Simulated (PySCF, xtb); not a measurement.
Two structures of GeH2OS

Structure a is `[OH][GeH]=[S]`, a singlet and structure b is a singlet given by its coordinates. Both are isolated molecules in the gas phase, relaxed with B3LYP-D3(BJ)/def2-SVP; the shapes shown needn't be the lowest conformers.

a (Å):

```xyz
5

Ge    0.3803    0.2073   -0.3428
O    -1.2876   -0.0108   -0.8969
S     1.4357   -1.1444    0.7502
H    -1.6540   -0.8638   -0.6169
H     0.7264    1.5955   -0.8970
```

b (Å):

```xyz
5

Ge   -0.0688   -0.9510   -0.7061
O     1.6172   -0.8586   -1.3107
S    -0.3656    1.1551    0.1693
H     0.8644    1.6450   -0.1191
H     2.1141   -0.0358   -1.2003
```

Close contacts (Å): Ge1–O2 1.79, Ge1–S3 2.30, O2–H5 0.97, S3–H4 1.36.

**Question.** Estimate E(b) − E(a) at the level CCSD(T)/def2-SVP + ΔMP2/def2-TZVPP.

**Answer.** Calculated at CCSD(T)/def2-SVP + ΔMP2/def2-TZVPP: E(b) − E(a) = −8.8 kcal/mol, so structure b lies lower.

Level by level:

```
                             level               geometry  E(b) − E(a) (kcal/mol)  departure from the last row (kcal/mol)  job, with rough time for the two
                          GFN2-xTB               GFN2-xTB                     −28.8                                   −20.0              optimisation, 0.15 s
                         HF/STO-3G               GFN2-xTB                     −11.3                                    −2.5               single point, 1.4 s
                r2SCAN-D4/def2-SVP               GFN2-xTB                      −8.4                                    +0.5                single point, 11 s
             B3LYP-D3(BJ)/def2-SVP  B3LYP-D3(BJ)/def2-SVP                     −13.1                                    −4.3                optimisation, 48 s
                       HF/def2-SVP  B3LYP-D3(BJ)/def2-SVP                      −9.0                                    −0.2           part of the CCSD(T) run
                      MP2/def2-SVP  B3LYP-D3(BJ)/def2-SVP                      −4.3                                    +4.6           part of the CCSD(T) run
                  CCSD(T)/def2-SVP  B3LYP-D3(BJ)/def2-SVP                      −7.2                                    +1.7                      single point
CCSD(T)/def2-SVP + ΔMP2/def2-TZVPP  B3LYP-D3(BJ)/def2-SVP                      −8.8                                                        single point, 26 s
```

None of the levels shown reverses the order. The largest departure from CCSD(T)/def2-SVP + ΔMP2/def2-TZVPP is that of GFN2-xTB, 20.0 kcal/mol. The last row adds to CCSD(T) the change of the MP2 difference between the two basis sets, here −1.7 kcal/mol.

With thermal terms from frequencies at re-optimised GFN2-xTB minima (ideal gas, soft modes damped towards free rotors, one conformer each, 298.15 K, 1 atm): the zero-point term adds −0.1 kcal/mol; ΔH is −8.5 and ΔG −9.3 kcal/mol.

The correlated steps freeze 15 core orbitals; the filled d shell of Ge is correlated, in a basis made for valence electrons. Codes used: PySCF 2.14.0, xtb 6.7.1; the last row on 2 threads of Arm Neoverse V2 on a shared host.
